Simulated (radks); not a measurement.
Results of a calculation; reference values are marked as such.
Problem. W I, configuration [Xe] 4f14 5d4 6s1 7f1 (not the ground configuration). Level of theory: scalar-relativistic Kohn-Sham, LDA (Slater exchange, Perdew-Wang correlation), spin-polarised, spherical densities, finite nucleus; open shells are filled with parallel spins first (spin-orbit coupling, left out, can overturn this in heavy ions); Fermi nuclear charge, rms radius 5.3658 fm (a radial shooting solver on a logarithmic mesh with Libxc functionals). Some entries of the table are withheld. Estimate them.

| orbital | occ. | eigenvalue (eV) | r(max) (bohr) | <r^2> (bohr^2) |
|---|---|---|---|---|
| 1s up | 1 | -69417.94 | 0.01147 | 0.0004637 |
| 1s down | 1 | -69417.92 | 0.01147 | 0.0004637 |
| 2s up | 1 | -11988.75 | 0.06573 | 0.007130 |
| 2s down | 1 | -11988.58 | 0.06573 | 0.007130 |
| 2p up | 3 | -10492.77 | 0.05389 | 0.005895 |
| 2p down | 3 | -10492.63 | 0.05389 | 0.005895 |
| 3s up | 1 | -2765.499 | 0.1854 | 0.04631 |
| 3s down | 1 | -2765.424 | 0.1854 | 0.04631 |
| 3p up | 3 | -2322.285 | 0.1835 | 0.04704 |
| 3p down | 3 | -2322.205 | 0.1835 | 0.04704 |
| 3d up | 5 | -1810.667 | 0.1493 | 0.03900 |
| 3d down | 5 | -1810.545 | 0.1493 | 0.03900 |
| 4s up | 1 | -574.9060 | 0.4208 | 0.2285 |
| 4s down | 1 | -574.7381 | 0.4208 | 0.2285 |
| 4p up | 3 | -429.3932 | 0.4413 | 0.2603 |
| 4p down | 3 | -429.2216 | 0.4413 | 0.2602 |
| 4d up | 5 | -244.7023 | 0.4522 | 0.3036 |
| 4d down | 5 | -244.4898 | 0.4522 | 0.3032 |
| 5s up | 1 | -86.3544 | 0.9631 | 1.286 |
| 5s down | 1 | -84.8066 | 0.9598 | 1.270 |
| 5p up | 3 | -50.7070 | 1.094 | 1.784 |
| 5p down | 3 | -48.6787 | 1.087 | 1.750 |
| 4f up | 7 | -40.0076 | 0.4280 | (1) |
| 4f down | 7 | -39.5888 | 0.4277 | (2) |
| 6s up | 1 | -12.3486 | 2.537 | 9.435 |
| 5d up | 4 | -12.0055 | 1.499 | (3) |
| 6s down | 0 | -9.8933 | 2.595 | 10.56 |
| 5d down | 0 | -9.2775 | 1.475 | (4) |
| 7f up | 1 | -0.2979 | 49.80 | 2091 |
| 7f down | 0 | -0.2539 | 25.35 | 1675 |

Solution. 
(1) 4f up <r^2> (bohr^2): 0.4687
(2) 4f down <r^2> (bohr^2): 0.4597
(3) 5d up <r^2> (bohr^2): 4.536
(4) 5d down <r^2> (bohr^2): 4.742
